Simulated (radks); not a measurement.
Problem. Radial electron density D(r) = 4 pi r^2 rho(r) of an atom or ion with 27 electrons. Calculated with a radial shooting solver on a logarithmic mesh with Libxc functionals: Dirac Kohn-Sham, BLYP, spin-unpolarised, spherical densities, finite nucleus; Fermi nuclear charge, rms radius of each element as measured or else 0.836 A^(1/3) + 0.57 fm.

r (bohr)  D(r) (e/bohr)
0.00424           3.627
0.005566          5.695
0.007247          8.619
0.009437          12.65
0.01229           17.87
0.01613           24.17
0.021             30.33
0.02735           35.08
0.03561           36.78
0.04637           34.83
0.06086           30.92
0.07925           29.51
0.1032            33.56
0.1344            40.23
0.1764            41.23
0.2297            32.36
0.2991            21.67
0.3894            19.59
0.5111            23.61
0.6656            22.40
0.8667            14.47
1.128             6.556
1.481             2.365
1.929             1.007
2.511            0.4885
3.27             0.1728
4.293           0.02931
5.589          0.002003

What is the nuclear charge?

Solution. Z = 30. The innermost maximum, from 1s, lies near gamma/Z bohr with gamma = sqrt(1 - (Z/c)^2) = 0.976, here 0.0325 bohr (found: 0.0350), and its height grows with Z. The density is that of the zinc ion Zn3+ in [Ar] 3d(3/2: 4, 5/2: 4) 4p(1/2: 1, 3/2: 0); the configuration itself is not fixed sharply by these data, and Z only to about a unit. D(r) has 3 maxima, at r = 0.0350, 0.159, 0.563 bohr, and minima at 0.0749, 0.359 bohr, inside which lie 2.10, 10.90 electrons.
